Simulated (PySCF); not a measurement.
A thermochemical cycle for ICl

r²SCAN in PySCF with def2-SVP on every atom (core potentials on I), for the lowest determinant that a PBE0 search found; no spin–orbit coupling. ICl, a singlet (closed shell), has De = 2.23 eV to neutral atoms, and ICl⁺, a doublet (π ↑), has De = 2.60 eV to I⁺ + Cl.

At the same level the I atom ionises at 10.58 eV.

Question: What is the adiabatic ionisation energy of the molecule, and does ionisation strengthen or weaken the bond?

Answer: IE = IE(I) + De(neutral) − De(ion) = 10.58 + 2.23 − 2.60 = 10.21 eV. De changes by +0.37 eV, so ionisation strengthens the bond.

Spin–orbit coupling is left out, which matters for elements this heavy, above all for dissociation energies. For an ion De counts to the pair picked by the measured ionisation energies or electron affinities, which need not be the lowest pair at this level. States were picked by a PBE0 search and need not be the measured ground states.
